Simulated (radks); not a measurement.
The gold ion Au4+, 75 electrons, occupied as [Kr] 4d10 4f14 5s2 5p5.5 5d7.5 (fractional occupations, a model configuration).

Calculated with a radial shooting solver on a logarithmic mesh with Libxc functionals: Dirac Kohn-Sham, BLYP, spin-unpolarised, spherical densities, finite nucleus; open shells are shared between the two j in proportion to 2j + 1; Fermi nuclear charge, rms radius 5.4371 fm.

Energy parts (Ry):
part                       energy
total                 -38079.3099
kinetic                43719.1615
electron-nucleus      -95591.5681
Hartree                14522.3056
exchange-correlation    -729.2088

Orbitals (lengths in bohr, moments of r in powers of bohr; <r^-3> diverges for s and p1/2; r(max) is where P^2 peaks):
orbital     occ.  eigenvalue (Ry)   r(max)  <r^-3>      <r^2>  small-component weight
1s1/2          2        -5929.311  0.01042       -  0.0003934                9.00e-02
2s1/2          2        -1048.718  0.06039       -   0.005939                2.06e-02
2p1/2          2        -1006.192  0.04446       -   0.004201                2.07e-02
2p3/2          4        -871.2457  0.05183   20520   0.005389                1.84e-02
3s1/2          2        -250.5378   0.1699       -    0.03857                6.88e-03
3p1/2          2        -231.3357   0.1586       -    0.03516                6.83e-03
3p3/2          4        -201.5582   0.1735    4769    0.04158                6.17e-03
3d3/2          4        -169.5407   0.1352   832.9    0.03189                6.05e-03
3d5/2          6        -163.1393   0.1393   690.8    0.03364                5.87e-03
4s1/2          2        -57.47613   0.3832       -     0.1871                2.33e-03
4p1/2          2        -49.27250   0.3813       -     0.1909                2.24e-03
4p3/2          4        -42.12765   0.4122    1147     0.2236                1.98e-03
4d3/2          4        -28.67253   0.4051   179.7     0.2361                1.78e-03
4d5/2          6        -27.34158   0.4146   145.7     0.2477                1.72e-03
4f5/2          6        -10.08049   0.3730   30.35     0.2954                1.34e-03
4f7/2          8         -9.79950   0.3776   28.83     0.3037                1.32e-03
5s1/2          2        -11.83902   0.8465       -     0.9487                5.97e-04
5p1/2    1.83333         -9.14262   0.8928       -      1.102                5.16e-04
5p3/2    3.66667         -7.88010   0.9702   200.3      1.311                4.41e-04
5d3/2          3         -4.16069    1.147   20.54      2.117                2.78e-04
5d5/2        4.5         -4.01192    1.179   16.36      2.239                2.64e-04
6s1/2          0         -3.30634    1.983       -      5.216                1.23e-04
6p1/2          0         -2.64454    2.237       -      6.694                9.72e-05
6p3/2          0         -2.44765    2.423   32.11      7.690                8.68e-05
6d3/2          0         -1.59718    3.214   3.522      13.23                5.86e-05

The highest occupied level is 5d5/2 at -54.585 eV. The electron density at the nucleus is 2.144e+06 e/bohr^3. Summed over all electrons, <r^2> = 34.12 bohr^2, which gives a Langevin (diamagnetic) susceptibility term of -27 x 10^-6 cm^3/mol. The density falls to 0.001 e/bohr^3 at r = 3.13 bohr.
